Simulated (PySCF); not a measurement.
C3H7NSi, SMILES C#C[SiH2]CN. Coordinates come from a B3LYP-D3(BJ)/def2-SVP optimisation. This is a generated structure with no PubChem entry under its InChIKey; it may be hypothetical. Other conformers were not sampled.

Computed equilibrium geometry at B3LYP-D3(BJ)/def2-SVP (PySCF confirms it by a frequency run) as a Z-matrix (one conformer of several):
```
Si
H 1 1.4879
H 1 1.4917 2 109.54
C 1 1.8430 2 108.71 3 -118.71
C 4 1.2179 2 149.49 1 175.73
H 5 1.0749 2 158.59 1 177.90
C 1 1.8931 2 111.37 3 122.35
H 7 1.1052 1 106.61 2 -55.89
H 7 1.1130 8 105.97 1 115.73
N 7 1.4600 8 109.43 9 125.46
H 10 1.0200 7 111.20 8 -62.61
H 10 1.0204 11 106.61 7 120.31
```
Charge 0, spin multiplicity 1.
